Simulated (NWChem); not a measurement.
Program: NWChem. System: F5Te, charge 0, spin multiplicity 2, at a geometry optimised with UB3LYP/def2-SVP with def2 effective core potentials on Te. The structure started from a generated list of species. Its SCF solution wasn't tested for a lower state. Level: UPBE0/x2c-SVPall-2c, scalar ZORA.

The NWChem input:

```
start mol
memory heap 200 mb stack 900 mb global 1100 mb
geometry units angstroms nocenter noautoz noautosym
  F      1.942232     0.000000    -0.190067
  Te     0.000000     0.000000    -0.165762
  F      0.000000    -1.942227    -0.190213
  F      0.000000     1.942227    -0.190213
  F      0.000000     0.000000     1.718297
  F     -1.942232     0.000000    -0.190067
end
basis spherical
  * library x2c-svpall-2c
end
relativistic
  zora on
end
dft
  xc pbe0
  odft
  mult 2
  semidirect memsize 60000000 filesize 0
  iterations 100
  grid fine
end
task dft energy
```

Output (cleaned and shortened):

```
             Northwest Computational Chemistry Package (NWChem) 7.3.0
             --------------------------------------------------------

                                NWChem Input Module
                                -------------------

 Scaling coordinates for geometry "geometry" by  1.889725989
 (inverse scale =  0.529177249)

                             Geometry "geometry" -> ""
                             -------------------------

 Output coordinates in angstroms (scale by  1.889725989 to convert to a.u.)

  No.       Tag          Charge          X              Y              Z
 ---- ---------------- ---------- -------------- -------------- --------------
    1 F                    9.0000     1.94223200     0.00000000    -0.19006700
    2 Te                  52.0000     0.00000000     0.00000000    -0.16576200
    3 F                    9.0000     0.00000000    -1.94222700    -0.19021300
    4 F                    9.0000     0.00000000     1.94222700    -0.19021300
    5 F                    9.0000     0.00000000     0.00000000     1.71829700
    6 F                    9.0000    -1.94223200     0.00000000    -0.19006700

 Effective nuclear repulsion energy (a.u.)     788.9064900243

            Nuclear Dipole moment (a.u.)
            ----------------------------
        X                 Y               Z
 ---------------- ---------------- ----------------
     0.0000000000     0.0000000000     0.0000170075


 Summary of "ao basis" -> "" (spherical)
 ------------------------------------------------------------------------------
       Tag                 Description            Shells   Functions and Types
 ---------------- ------------------------------  ------  ---------------------
 *                       x2c-svpall-2c                on all atoms

                                 NWChem DFT Module
                                 -----------------

 Summary of "ao basis" -> "ao basis" (spherical)
 ------------------------------------------------------------------------------
       Tag                 Description            Shells   Functions and Types
[...]
   alpha     21     22     23     24     25     26     27     28     29     30
    beta     23     21     22     25     24     27     28     26     29     31
 overlap   1.000  1.000  1.000  1.000  1.000  1.000  1.000  1.000  0.986  1.000

   alpha     31     32     33     34     35     36     37     38     39     40
    beta     32     30     33     34     35     36     37     47     40     39
 overlap   1.000  0.986  1.000  0.996  0.983  0.983  0.995  0.716  0.963  0.963

   alpha     41     42     43     44     45     46     47     48     49     50
    beta     38     41     44     43     42     45     46     48     49     50
 overlap   1.000  0.999  0.837  0.837  0.716  0.825  0.825  1.000  0.997  0.997

   alpha     51     52     53     54     55     56     57     58     59     60
    beta     51     52     53     54     55     56     57     58     59     60
 overlap   0.998  0.998  0.999  0.999  0.999  1.000  0.999  0.999  0.999  0.999

   alpha     61     62     63     64     65     66     67     68     69     70
    beta     61     62     63     65     64     66     67     68     69     70
 overlap   1.000  0.978  0.994  0.993  0.993  0.978  0.994  0.994  0.994  1.000

   alpha     71     72     73     74     75     76     77     78     79     80
    beta     71     72     73     74     75     76     77     78     79     80
 overlap   0.998  0.998  1.000  1.000  0.998  0.998  1.000  1.000  1.000  1.000

   alpha     81     82     83     84     85     86     87     88     89     90
    beta     81     82     83     84     85     87     86     89     90     88
 overlap   1.000  0.996  0.996  0.994  0.993  0.998  0.999  0.929  0.928  0.999

   alpha     91     92     93     94     95     96     97     98     99    100
    beta     91     92     93     94     95     96     97     98     99    100
 overlap   0.992  0.999  0.993  0.928  0.929  0.984  0.984  0.999  1.000  1.000

   alpha    101    102    103    104    105    106    107    108    109    110
    beta    101    102    103    104    105    106    107    108    109    110
 overlap   0.998  0.999  0.999  1.000  0.998  1.000  1.000  1.000  1.000  1.000

   alpha    111    112    113    114    115    116    117    118    119    120
    beta    111    112    113    114    115    116    117    118    119    120
 overlap   1.000  1.000  1.000  1.000  1.000  1.000  1.000  1.000  1.000  1.000

     --------------------------
     Expectation value of S2:
     --------------------------
      <S2> =      0.7579 (Exact =     0.7500)

 center of mass
 --------------
 x =   0.00000000 y =   0.00000000 z =  -0.02804880

 moments of inertia (a.u.)
 ------------------
         734.547243334079           0.000000000000           0.000000000000
           0.000000000000         734.549878726184           0.000000000000
           0.000000000000           0.000000000000        1023.707258350388

     Multipole analysis of the density
     ---------------------------------

     L   x y z        total         alpha         beta         nuclear
     -   - - -        -----         -----         ----         -------
     0   0 0 0     -0.000000    -49.000000    -48.000000     97.000000

     1   1 0 0      0.000000     -0.000000      0.000000      0.000000
     1   0 1 0     -0.000000      0.000000     -0.000000      0.000000
     1   0 0 1     -0.720176      0.140897     -0.861091      0.000017

     2   2 0 0    -41.710569   -144.706678   -139.481917    242.478026
     2   1 1 0     -0.000000     -0.000000     -0.000000      0.000000
     2   1 0 1     -0.000000      0.000000     -0.000000      0.000000
     2   0 2 0    -41.710292   -144.706146   -139.480924    242.476777
     2   0 1 1      0.000000      0.000000      0.000000      0.000000
     2   0 0 2    -36.781234    -71.720870    -69.704060    104.643695

 Task  times  cpu:       21.3s     wall:       21.3s

 Total times  cpu:       21.3s     wall:       21.3s
```
